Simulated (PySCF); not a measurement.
# Working out the ionisation energy of Ti⁵⁺

Ti⁵⁺ [Ne] 3s2 3p5 (2P) → Ti⁶⁺ [Ne] 3s2 3p4 (3P). Calculation: PySCF 2.14, in an uncontracted even-tempered set (20 s from 0.13 bohr⁻², ratio 2.5; 13 p from 0.17 bohr⁻², ratio 2.5; 5 d from 2.3 bohr⁻², ratio 2.7; 5 f from 3.5 bohr⁻², ratio 2.7); scalar relativity by spin-free X2C-1e. Frozen: 1s2; the 22 highest virtual orbitals dropped. Energies in hartree (1 hartree = 27.21139 eV):

```json
{"part": "UHF", "Ti⁵⁺ (lower)": "-845.937088", "Ti⁶⁺ (upper)": "-841.597990"}
{"part": "MP2 opposite-spin", "Ti⁵⁺ (lower)": "-0.383746", "Ti⁶⁺ (upper)": "-0.360167"}
{"part": "MP2 same-spin", "Ti⁵⁺ (lower)": "-0.139637", "Ti⁶⁺ (upper)": "-0.131142"}
```

What does Hartree-Fock give?

(-841.597990) − (-845.937088) = 4.339098 hartree = 118.073 eV.

What do MP2 and SCS-MP2 (6/5 opposite-spin, 1/3 same-spin) give?

The opposite-spin parts differ by 0.642 eV and the same-spin parts by 0.231 eV. MP2: 118.073 + (0.642) + (0.231) = 118.946 eV. SCS-MP2: 118.073 + 1.2 × (0.642) + (0.231)/3 = 118.920 eV.

A first-order spin-orbit estimate adds -0.016 eV to MP2 (outer shells), giving 118.930 eV against 119.53 eV (semi-empirical (NIST evaluation); NIST Atomic Spectra Database, ionization energies).

What remains against the reference includes basis incompleteness, the frozen core and correlation beyond second order.
